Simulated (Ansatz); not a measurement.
`O=C([SiH3])C(F)F`. Charge 0, multiplicity 1. The structure was optimised at the PBE0-D4/def2-TZVP level. It is one conformer, not always the lowest.

```xyz
10

O    -0.717   -1.397   -1.147
C    -0.227   -0.496   -0.518
Si   -0.514   -0.344    1.395
C     0.625    0.552   -1.240
F     0.100    1.775   -0.991
F     1.873    0.522   -0.717
H    -1.963   -0.089    1.577
H    -0.142   -1.657    1.974
H     0.291    0.749    1.986
H     0.674    0.384   -2.320
```

Problem. What is the dipole moment at ωB97M-V/def2-TZVPP? (An estimate is asked.)

Solution. Computed: 0.72 D, with components (0.07, 0.36, 0.61) D in this frame, pointing from negative to positive charge.

Problem. And with PBE, r2SCAN, B3LYP? (Best estimate.)

Solution. Computed: PBE 0.59 D, r2SCAN 0.64 D, B3LYP 0.69 D.

Problem. Give the Mulliken charges with ωB97M-V, B3LYP, PBE in def2-TZVPP. (An estimate is asked.)

Solution. The calculation gave: 
| atom | ωB97M-V | B3LYP | PBE |
| --- | --- | --- | --- |
| O1 | -0.25 | -0.24 | -0.20 |
| C2 | 0.07 | 0.09 | 0.09 |
| Si3 | 0.16 | 0.25 | 0.17 |
| C4 | 0.28 | 0.31 | 0.25 |
| F5 | -0.19 | -0.20 | -0.15 |
| F6 | -0.19 | -0.20 | -0.15 |
| H7 | 0.00 | -0.04 | -0.03 |
| H8 | 0.00 | -0.04 | -0.03 |
| H9 | 0.00 | -0.04 | -0.03 |
| H10 | 0.11 | 0.10 | 0.08 |

B3LYP here is the variant with VWN-RPA as its local correlation; programs differ in this.
